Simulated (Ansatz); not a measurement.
A structure relaxed at B3LYP-D4/def2-SVPD in Ansatz, charge -1, doublet:

```xyz
7

Mg   -1.915   -2.171    1.762
Mg    0.842   -0.475   -0.609
Mg    0.043    0.757    2.138
S    -0.738    1.279   -1.743
S     0.473    2.032   -0.076
S     0.671    0.127   -2.916
S     0.624   -1.549    1.443
```

(1) Give its formula.

(2) Summarise the bond lengths by kind (pairs closer than 1.2 times the sum of covalent radii, bridged metal pairs left out).

Answers

(1) Mg₃S₄⁻.

(2) 6 × Mg–S 2.33 to 2.63 Å; 2 × S–S 2.17 to 2.19 Å.

Another isomer (doublet) lies 2.33 eV lower at PBE0-D4/def2-TZVPD; other spin states weren't run for this one.
